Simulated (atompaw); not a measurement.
# u(r) = r·R(r): atom against pseudo-atom (silver (Ag))

Columns: radius, all-electron u(r) and pseudo u(r) of the 5p shell (level -14.48 eV) of silver in the configuration [Kr] 4d9 5s0 5p0; LDA (PW92), scalar-relativistic, PAW (atompaw) scheme, atompaw 4.2.0.5.

| r (bohr) | all-electron | pseudo |
| --- | --- | --- |
| 0.102 | -0.0872 | 0.0005 |
| 0.204 | 0.1425 | 0.0021 |
| 0.306 | 0.1726 | 0.0052 |
| 0.408 | 0.0389 | 0.0102 |
| 0.510 | -0.1240 | 0.0178 |
| 0.612 | -0.2432 | 0.0286 |
| 0.713 | -0.2985 | 0.0434 |
| 0.815 | -0.2967 | 0.0629 |
| 0.917 | -0.2517 | 0.0877 |
| 1.019 | -0.1788 | 0.1181 |
| 1.121 | -0.0904 | 0.1539 |
| 1.223 | 0.0042 | 0.1948 |
| 1.325 | 0.0988 | 0.2400 |
| 1.427 | 0.1893 | 0.2883 |
| 1.529 | 0.2730 | 0.3382 |
| 1.631 | 0.3487 | 0.3884 |
| 1.733 | 0.4155 | 0.4373 |
| 1.835 | 0.4734 | 0.4835 |
| 1.937 | 0.5223 | 0.5259 |
| 2.038 | 0.5623 | 0.5631 |
| 2.140 | 0.5947 | 0.5947 |
| 2.242 | 0.6195 | 0.6195 |
| 2.344 | 0.6375 | 0.6375 |
| 2.446 | 0.6492 | 0.6492 |
| 2.548 | 0.6553 | 0.6553 |
| 2.650 | 0.6564 | 0.6564 |

Problem. How many radial nodes do the two functions have?

Solution. The all-electron 5p function has n − l − 1 = 3; the pseudo-wave has 0, since the states of the same l below it are removed with the core.

Problem. At about which radius was the pseudo-wave matched?

Solution. 2.20 bohr, where the columns begin to agree (steps of 0.10 bohr).

Problem. Is the pseudo-wave norm-conserving?

Solution. No, it belongs to a PAW set: the norm inside the radius is not constrained, and the difference is carried by the augmentation charge.
